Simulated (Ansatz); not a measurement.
Geometry optimisation, RKS PBE/def2-SVP in Ansatz.

Input file:

```yaml
crystal:
  periodic: [false, false, false]
  atoms:
    - { symbol: Ge, position_ang: [0.360834, -0.037591, 0.111624] }
    - { symbol: Ge, position_ang: [0.239059, -0.047678, 2.51627] }
    - { symbol: H, position_ang: [-0.938361, -0.890991, 3.089551] }
    - { symbol: H, position_ang: [1.538672, -0.64283, 3.141314] }
    - { symbol: H, position_ang: [0.077386, 1.400987, 3.062178] }
    - { symbol: H, position_ang: [1.857455, -0.224055, -0.300424] }
    - { symbol: H, position_ang: [-0.142465, 1.280732, -0.507294] }
    - { symbol: H, position_ang: [-0.411052, -1.238756, -0.485129] }
    - { symbol: "N", position_ang: [-2.599234, 0.223087, 1.052732] }
    - { symbol: H, position_ang: [-3.101734, -0.365744, 0.371998] }
    - { symbol: H, position_ang: [-3.283403, 0.929718, 1.373247] }
    - { symbol: H, position_ang: [-2.422658, -0.386878, 1.882234] }
basis:
  gaussian: { orbitals: def2-SVP }
hamiltonian:
  xc: pbe
relax:
  f_tol: 0.03
  max_steps: 50
```

Command:

```bash
$ ansatz run input.yaml --threads 4 --pin off --max-ram 5120MiB --backend cpu --events-out ev --progress --plain --runs-dir out
```

Problem. Where does it end, and by what steps?

Solution. The forces met the threshold. The force dipped under the threshold on the way, but the program's further checks kept it going. After 10 steps the energy has fallen by 0.098 eV; H12 moved furthest, 0.70 Å.

| step | energy less start (eV) | largest force component (eV/Å) | accepted |
| --- | --- | --- | --- |
| 0 | 0.0000 | 0.495 | yes |
| 1 | -0.0435 | 0.412 | yes |
| 2 | -0.0233 | 0.516 | no |
| 3 | -0.0601 | 0.262 | yes |
| 4 | -0.0725 | 0.163 | yes |
| 5 | -0.0871 | 0.040 | yes |
| 6 | -0.0736 | 0.649 | no |
| 7 | -0.0938 | 0.016 | yes |
| 8 | -0.0951 | 0.183 | yes |
| 9 | -0.0961 | 0.106 | yes |
| 10 | -0.0978 | 0.008 | yes |

```xyz
12
Properties=species:S:1:pos:R:3
Ge 0.403 -0.124 0.111
Ge 0.303 -0.083 2.543
H -0.546 -1.256 3.100
H 1.729 -0.215 3.161
H -0.296 1.253 3.060
H 1.879 -0.254 -0.381
H -0.168 1.183 -0.500
H -0.379 -1.332 -0.469
N -2.635 0.175 1.180
H -3.042 -0.082 0.270
H -2.947 1.140 1.358
H -3.126 -0.404 1.875
```

Whether the end is a true minimum wasn't checked by a vibrational analysis.

Run time: 14 s on 4 threads of Arm Neoverse V2, with other jobs on the host, peak memory 0.18 GiB.
